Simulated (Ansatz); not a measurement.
`[CH3][Al]([OH])[O][SiH3]`. Total charge 0; spin multiplicity 1.

Cartesian coordinates in Å:
```
C -1.522 0.681 1.538
Al -0.953 -0.059 -0.155
O -2.115 -0.535 -1.290
O 0.681 -0.245 -0.531
Si 2.287 -0.333 -0.724
H -2.604 0.823 1.571
H -1.243 0.021 2.364
H -1.042 1.644 1.729
H -1.894 -0.910 -2.141
H 2.792 -1.649 -0.248
H 2.644 -0.180 -2.161
H 2.969 0.742 0.047
```

(1) Give the diagnostics of a CCSD(T)/def2-TZVPP run (frozen core, the Gaussian-basis code of Ansatz). (An estimate is asked.)

Results:

(1) Computed: T1 = 0.0116, largest single amplitude 0.021, largest double 0.022, (T) share of the correlation energy 3.3 %, 9 CCSD cycles. The RHF solution is stable towards an unrestricted one. T1 lies under the customary mark of 0.02 for closed shells.
